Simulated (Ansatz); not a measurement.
Basis sets compared for the cluster Ge5Se. Total charge 0; singlet. Geometry r2SCAN-D4/def2-SVP. Ansatz on 4 threads of Arm Neoverse V2 on a shared host; times are rough, and most runs start from earlier orbitals.

```xyz
6

Ge   -0.914   -1.231   -0.216
Ge    0.054    1.148   -1.052
Ge   -1.801    1.508    0.328
Ge    1.344   -0.868   -1.695
Ge   -0.226    0.433    1.909
Se    1.544   -0.990    0.726
```

Another isomer (singlet) lies 0.04 eV lower at PBE0-D4/def2-TZVP; other spin states weren't run for this one.

Binding counts from free atoms (Ge triplet, Se triplet) in the same basis, without a counterpoise term.

```json
{"level": "PBE-D4/def2-SVP", "functions": "192", "energy (Eh)": "-12783.2333", "HOMO (eV)": "-5.24", "LUMO (eV)": "-3.38", "binding per atom (eV)": "3.16", "wall time": "3.2 s"}
{"level": "PBE-D4/def2-TZVP", "functions": "288", "energy (Eh)": "-12784.8356", "HOMO (eV)": "-5.20", "LUMO (eV)": "-3.36", "binding per atom (eV)": "3.18", "wall time": "6 s"}
{"level": "PBE0-D4/def2-SVP", "functions": "192", "energy (Eh)": "-12783.5435", "HOMO (eV)": "-6.06", "LUMO (eV)": "-2.84", "binding per atom (eV)": "2.98", "wall time": "8 s"}
{"level": "PBE0-D4/def2-TZVP", "functions": "288", "energy (Eh)": "-12785.1449", "HOMO (eV)": "-5.99", "LUMO (eV)": "-2.80", "binding per atom (eV)": "3.01", "wall time": "24 s"}
```

(1) Estimate the rows for PBE-D4/def2-TZVPD, PBE0-D4/def2-TZVPD.

Results:

(1) 
| level | functions | energy (Eh) | HOMO (eV) | LUMO (eV) | binding per atom (eV) | wall time |
| --- | --- | --- | --- | --- | --- | --- |
| PBE-D4/def2-TZVPD | 327 | -12784.8379 | -5.21 | -3.39 | 3.19 | 9 s |
| PBE0-D4/def2-TZVPD | 327 | -12785.1473 | -5.99 | -2.82 | 3.02 | 21 s |
